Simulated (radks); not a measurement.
Effect of the nuclear size on the molybdenum ion Mo8+, [Ar] 3d10 4s2 4p4. Method: Dirac Kohn-Sham, relativistic LDA (MacDonald-Vosko exchange, VWN5 correlation), spin-unpolarised, spherical densities, finite nucleus; open shells fill j = l - 1/2 first; Fermi nuclear charge, rms radius 4.4091 fm; computed with a radial shooting solver on a logarithmic mesh with Libxc functionals. The rms radius is varied about that value; shifts are against it.

rms radius (fm)  total energy shift (eV)  density at nucleus (e/bohr^3)  1s1/2 shift (meV)  2s1/2 shift (meV)  3p1/2 shift (meV)  4s1/2 shift (meV)  4p1/2 shift (meV)  4p3/2 shift (meV)  5s1/2 (empty) shift (meV)
3.6066                            -0.489                      9.193e+04               -205              -22.0              0.337             -0.736              0.088              0.097                     -0.235
3.9682                            -0.279                      9.098e+04               -117              -12.6              0.193             -0.421              0.050              0.055                     -0.134
4.4091                                 0                      8.995e+04              0.000              0.000              0.000              0.000              0.000              0.000                      0.000
4.656                              0.168                      8.942e+04               70.6               7.55             -0.116              0.253             -0.030             -0.033                      0.081
5.4056                             0.727                      8.799e+04                306               32.7             -0.502               1.10             -0.130             -0.144                      0.350

Slopes of the eigenvalues against <r^2> in GHz/fm^2, as finite differences over the two radii next to the reference (eigenvalue slopes, not the field-shift constants of lines): 1s1/2 7660, 2s1/2 820, 3p1/2 -12.6, 4s1/2 27.5, 4p1/2 -3.27, 4p3/2 -3.61, 5s1/2 (empty) 8.76.
